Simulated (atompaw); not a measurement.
**PBE PAW (atompaw) dataset for fluorine (F), scalar-relativistic all-electron reference.**

Input for atompaw 4.2.0.5:

```
F 9
GGA-PBE scalarrelativistic loggrid 1500 logderivrange -4 5 226
2 2 0 0 0 0
2 0 1.5
2 1 5.5
0 0 0
c
v
v
2
1.20 1.05 1.05 0.85
y
-1.75
n
y
3.35
n
y
-0.1
n
custom rrkj gramschmidtortho sinc
bessel
0.75
0.75
1.20
1.20
1.20
PWSCFOUT
UPFDX 0.0125d0 UPFXMIN -7.d0 UPFZMESH 9.d0
END
```

Command:

```bash
atompaw < F.input > F.log
```

The program printed (summary file):

```
Completed calculations for F (AE)

 Exchange-correlation type: GGA, Perdew-Burke-Ernzerhof

 Radial integration grid is logarithmic
 r0 =   8.4897475E-04 h =   7.6407728E-03   n =      1500 rmax =   8.0000000E+01

 Scalar relativistic calculation

 AEatom converged in  29 iterations
   nz     =   9.00
   delta  =       5.624394781532E-17

 All Electron Orbital energies:
  n  l      occupancy      energy
  1  0      2.0000000E+00 -4.8780522E+01
  2  0      1.5000000E+00 -2.2154214E+00
  2  1      5.5000000E+00 -8.3264895E-01

 Total energy
   Total                    :     -198.79783488689392

 ---
 Completed calculations for F (SC)

 Exchange-correlation type: GGA, Perdew-Burke-Ernzerhof

 Radial integration grid is logarithmic
 r0 =   8.4897475E-04 h =   7.6407728E-03   n =      1500 rmax =   8.0000000E+01

 Scalar relativistic calculation

 SCatom converged in   1 iterations
   nz     =   9.00
   delta  =       3.224883734855E-18

 Valence Electron Orbital energies:
  n  l      occupancy      energy
   2  0      1.5000000E+00 -2.2154214E+00
   2  1      5.5000000E+00 -8.3264895E-01

 Total energy
   Total                    :     -198.79783488812211
   Valence                  :      -58.38662315754979

 PAW parameters:
       lmax =            2
         rc =    1.2050833780413361
        irc =          951
   rc_shape =    1.0501268557240380
    rc_vloc =    1.0501268557240380
    rc_core =   0.85421262218732064
   Vloc: truncated form - Vps(r)=A.sin(qr)/r for r<rc
   Projector type: RRKJ pseudization + Gram-Schmidt ortho.
   Sinc^2 compensation charge shape zeroed at   1.0501E+00

 Number of basis functions     5
 No.   n  nodes  l      Energy         Cp coeff         Occ
  1    2    1    0   -0.2215421E+01  0.1000000E+01  0.1500000E+01
  2  999    2    0   -0.1750000E+01 -0.2722458E-01  0.0000000E+00
  3    2    0    1   -0.8326490E+00  0.1000000E+01  0.5500000E+01
  4  999    1    1    0.3350000E+01  0.2929667E+00  0.0000000E+00
  5  999    0    2   -0.1000000E+00  0.1000000E+01  0.0000000E+00

 Eigenvalues of overlap operator (in the basis of projectors):
    1        2.89825174E-01
    2        1.28709763E+00
    3        3.48683926E+00
    4        3.77390120E+01
    5        1.13830169E+02

 Orbital leakage outside PAW augmentation regions
   orb  is_core?  %out_of_sphere
   1 0    T           0.00
   2 0    F          27.41
   2 1    F          34.51

 Summary of PAW energies
   Total valence energy     :    -58.38670929950804
   Smooth energy            :     39.07836173462590
   One center               :    -97.46507103413394
   Smooth kinetic           :     23.88784409836485
   Vloc energy              :      5.98507533442791
   Smooth exch-corr         :     -7.18905333990120
   One-center xc            :    -13.15937763011592
```

The run took about 1.1 s on one core of a shared server CPU.
